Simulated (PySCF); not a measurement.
## Orbital picture of PbO⁺

r²SCAN0 at R = 2.113 Å; PySCF, scalar-relativistic core potentials, basis sets Pb def2-SVP with ECP60, O def2-SVP. State: ²Π (doublet), unpaired electrons π ↑. Only the outer orbitals are listed, counted within each symmetry, core potentials removing the inner ones.

```json
{"spin": "α", "orbital": "6σ", "occ.": "1", "ε (eV)": "-20.89", "on Pb (%)": "86", "main shells (%)": "86 Pb s, 10 O p"}
{"spin": "α", "orbital": "3π", "occ.": "1", "ε (eV)": "-17.39", "on Pb (%)": "4", "main shells (%)": "96 O p"}
{"spin": "α", "orbital": "3π", "occ.": "1", "ε (eV)": "-15.24", "on Pb (%)": "8", "main shells (%)": "92 O p"}
{"spin": "α", "orbital": "7σ", "occ.": "1", "ε (eV)": "-15.22", "on Pb (%)": "29", "main shells (%)": "70 O p, 18 Pb p, 10 Pb s"}
{"spin": "α", "orbital": "4π", "occ.": "0", "ε (eV)": "-8.97", "on Pb (%)": "97", "main shells (%)": "97 Pb p"}
{"spin": "α", "orbital": "4π", "occ.": "0", "ε (eV)": "-8.74", "on Pb (%)": "94", "main shells (%)": "94 Pb p"}
{"spin": "α", "orbital": "8σ", "occ.": "0", "ε (eV)": "-5.98", "on Pb (%)": "91", "main shells (%)": "84 Pb p, 12 O p"}
{"spin": "β", "orbital": "5σ", "occ.": "1", "ε (eV)": "-29.31", "on Pb (%)": "25", "main shells (%)": "74 O s, 18 Pb d"}
{"spin": "β", "orbital": "6σ", "occ.": "1", "ε (eV)": "-20.73", "on Pb (%)": "86", "main shells (%)": "86 Pb s"}
{"spin": "β", "orbital": "7σ", "occ.": "1", "ε (eV)": "-14.46", "on Pb (%)": "30", "main shells (%)": "68 O p, 23 Pb p"}
{"spin": "β", "orbital": "3π", "occ.": "1", "ε (eV)": "-14.21", "on Pb (%)": "14", "main shells (%)": "86 O p, 12 Pb p"}
{"spin": "β", "orbital": "3π", "occ.": "0", "ε (eV)": "-10.02", "on Pb (%)": "69", "main shells (%)": "68 Pb p, 31 O p"}
{"spin": "β", "orbital": "4π", "occ.": "0", "ε (eV)": "-8.75", "on Pb (%)": "89", "main shells (%)": "88 Pb p, 11 O p"}
{"spin": "β", "orbital": "4π", "occ.": "0", "ε (eV)": "-7.32", "on Pb (%)": "35", "main shells (%)": "65 O p, 32 Pb p"}
```

Task: Which are the highest filled and the lowest empty level, where do they sit, and how wide is the gap?

Result: Highest filled β 3π at -14.21 eV (in %: 86 O p, 12 Pb p); lowest empty β 3π at -10.02 eV (in %: 68 Pb p, 31 O p); the gap at r²SCAN0 is 4.19 eV. Both belong to one degenerate shell, split only by its one-sided filling, so this is no excitation gap.

- bond order (Mayer): 1.12
- ⟨S²⟩: 0.765
- charge on Pb (Mulliken, basis-dependent): 1.31
- charge on Pb (Löwdin, basis-dependent): 1.20
- dipole moment (positive dipole points towards O; it is taken about the centre of mass and depends on that origin): -3.02 D

These are scalar-relativistic numbers at best; spin–orbit coupling would shift them, the dissociation energy most. The state is the lowest determinant that a PBE0 search found; another state may lie lower at other levels.
